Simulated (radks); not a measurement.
Results of a calculation; reference values are marked as such.
Ionisation of neutral cadmium, [Kr] 4d10 5s2, to [Kr] 4d10 5s1 as the strength of local exchange is varied. Level of theory: scalar-relativistic Kohn-Sham, Slater X-alpha exchange (alpha = 2/3 is LDA exchange), no correlation, spin-unpolarised, spherical densities, point nucleus (a radial shooting solver on a logarithmic mesh with Libxc functionals).

\begin{tabular}{lrrrrr}
alpha & E(Cd) (hartree) & exchange (hartree) & IE (eV) & -e of the level emptied (eV) & <r> of it (bohr) \\ \hline
0.667 & -5585.11889 & -144.64097 & 8.549 & 4.936 (5s) & 2.929 \\
0.734 & -5599.69744 & -159.58842 & 9.049 & 5.388 (5s) & 2.875 \\
0.781 & -5609.94702 & -170.11920 & 9.407 & 5.713 (5s) & 2.838 \\
0.828 & -5620.21542 & -180.68725 & 9.770 & 6.046 (5s) & 2.803 \\
0.968 & -5650.91347 & -212.38691 & 10.885 & 7.079 (5s) & 2.705 \\
0.987 & -5655.09247 & -216.71440 & 11.041 & 7.223 (5s) & 2.692 \\
\end{tabular}

NIST Atomic Spectra Database: 8.994 eV (measured). The Delta-SCF value meets it near alpha = 0.73. Spin polarisation and multiplet splitting are left out, so open shells lie too high by an amount that depends on their filling.

Beside tabulated values, note that spin-unpolarised runs miss the spin-polarisation part of the exchange energy of open shells.
